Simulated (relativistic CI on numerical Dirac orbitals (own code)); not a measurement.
# What each ingredient does to the levels of Ce XXXI

Base calculation: Dirac-Coulomb-Breit CI, orbitals from a KLI potential per configuration, QED by a radiative potential, unscaled Slater integrals.

CI space (outside the closed core [Ne]): 3s2 3p6 3d10, 3s2 3p6 3d9 4s, 3s2 3p6 3d9 4p, 3s2 3p6 3d9 4d, 3s2 3p6 3d9 4f, 3s2 3p5 3d10 4s, 3s2 3p6 3d8 4s2, 3s2 3p5 3d10 4p, 3s2 3p6 3d8 4s 4p, 3s2 3p6 3d9 5s, 3s2 3p5 3d10 4d, 3s2 3p6 3d8 4p2, 3s 3p6 3d10 4s, 3s2 3p6 3d9 5p, 3s2 3p6 3d8 4s 4d, 3s2 3p6 3d9 5d, 3s2 3p6 3d8 4p 4d, 3s 3p6 3d10 4p, 3s2 3p5 3d10 4f, 3s2 3p5 3d9 4s2, 3s2 3p6 3d9 5f, 3s2 3p6 3d9 5g, 3s2 3p5 3d9 4s 4p, 3s2 3p6 3d8 4d2, 3s 3p6 3d10 4d, 3s2 3p6 3d9 6s, 3s2 3p5 3d9 4p2, 3s2 3p6 3d9 6p, 3s2 3p5 3d9 4s 4d, 3s 3p6 3d9 4s2, 3s2 3p6 3d9 6d, 3s2 3p5 3d10 5s, 3s 3p6 3d10 4f, 3s2 3p5 3d9 4p 4d, 3s2 3p5 3d10 5p, 3s 3p6 3d9 4s 4p. Levels of other configurations are missing.

Variants: (1) QED terms removed. Shifts of the energy above 3s2 3p6 3d10 1S_0, in eV, for the lowest level and the first level of each name with at least 55 % of one term (blank where a level changes its place among those of its configuration and J or its character, or is not in the variant):

| Level | Base | Δ(1) |
| --- | --- | --- |
| 3s2 3p6 3d10 1S_0 | 0.00 | 0.00 |
| 3s2 3p6 3d9 4s 3D_3 | 753.88 | -0.55 |
| 3s2 3p6 3d9 4s 3D_1 | 773.47 | -0.60 |
| 3s2 3p6 3d9 4p 3P°_2 | 814.78 | -0.05 |
| 3s2 3p6 3d9 4p 3F°_2 | 834.59 | -0.11 |
| 3s2 3p6 3d9 4p 3F°_4 | 842.67 | -0.10 |
| 3s2 3p6 3d9 4p 1D°_2 | 844.30 | -0.10 |
| 3s2 3p6 3d9 4p 1P°_1 | 844.92 | -0.10 |
| 3s2 3p6 3d9 4p 3D°_3 | 846.23 | -0.10 |
| 3s2 3p6 3d9 4p 3P°_0 | 859.79 | -0.16 |
| 3s2 3p6 3d9 4p 3D°_2 | 865.26 | -0.15 |
| 3s2 3p6 3d9 4d 3S_1 | 936.98 | -0.03 |
| 3s2 3p6 3d9 4d 1P_1 | 945.07 | -0.04 |
| 3s2 3p6 3d9 4d 3G_5 | 945.87 | -0.05 |
| 3s2 3p6 3d9 4d 3F_4 | 949.72 | -0.05 |
| 3s2 3p6 3d9 4d 3P_0 | 953.48 | -0.06 |
| 3s2 3p6 3d9 4d 3G_3 | 960.35 | -0.08 |
| 3s2 3p6 3d9 4d 3F_2 | 964.17 | -0.08 |
| 3s2 3p6 3d9 4d 1S_0 | 994.47 | -0.06 |
| 3s2 3p6 3d9 4f 3P°_0 | 1045.44 | -0.04 |
| 3s2 3p5 3d10 4s 3P°_2 | 1046.37 | -0.36 |
| 3s2 3p6 3d9 4f 3P°_1 | 1046.76 | -0.07 |

At this charge energies of transitions that change n are usually good to better than 1 %, and those within a shell (Δn = 0) to a few per cent.

Ionisation energy from the two ground configurations alone: base 1908.27 eV. The NIST ASD value (theoretical) is 1908 eV.

LS names give the leading component of a level, which can be under half, so a name can repeat, a term be missing and a line seem to break the LS rules.
